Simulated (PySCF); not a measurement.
A structure optimised at r2SCAN-D4/def2-TZVP, used in a PySCF frequency run:

```xyz
9

C      0.2016    -1.2125     0.0000
C     -0.4971     0.1358     0.0000
N      0.4391     1.2250     0.0000
H     -0.5215    -2.0314     0.0000
H      0.8366    -1.3107    -0.8827
H      0.8366    -1.3107     0.8827
H     -1.1695     0.2236     0.8724
H     -1.1695     0.2236    -0.8724
H     -0.1132     2.0908     0.0000
```
Charge 0, spin multiplicity 2.

Write its SMILES, formula and point group.

CC[NH], C2H6N, Cs

What are its rotational constants (standard atomic weights)?

37.169, 9.3385, 8.2169 GHz
